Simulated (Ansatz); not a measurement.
Reactions of C₂H₈BGeN (`B[N]([GeH3])C=C`).

Program: Ansatz. Geometries: PBE0-D4/def2-TZVP. ΔE: electronic, gas phase. CBS: MP2 limit from def2 TZ/QZ plus the TZ coupled-cluster correction, frozen cores. This one scheme is used for every species. Elements past krypton have def2 core potentials. For Ge, In outer-core shells are correlated without core-valence functions, which leaves a few kJ/mol of doubt a bond. Scalar relativity is left out up to krypton. One conformer a species, not always the lowest.

Order these by ΔE at CCSD(T)/CBS, lowest first. (Best estimate.)
A. `B[N]([GeH3])C=C` + `C=N` → `C=CN=C` + `B[NH][GeH3]`
B. `B[N]([GeH3])C=C` + `[Cl][InH][Cl]` → `[Cl][In]([Cl])[GeH3]` + `BNC=C`
C. `B[N]([GeH3])C=C` + `F[SiH](F)S[SiH3]` → `C=C[SiH2]S[SiH](F)F` + `B[NH][GeH3]`

B (-66.8 kJ/mol), C (-45.4 kJ/mol), A (-8.3 kJ/mol).

Largest T1 diagnostic: 0.013, for `BNC=C`.
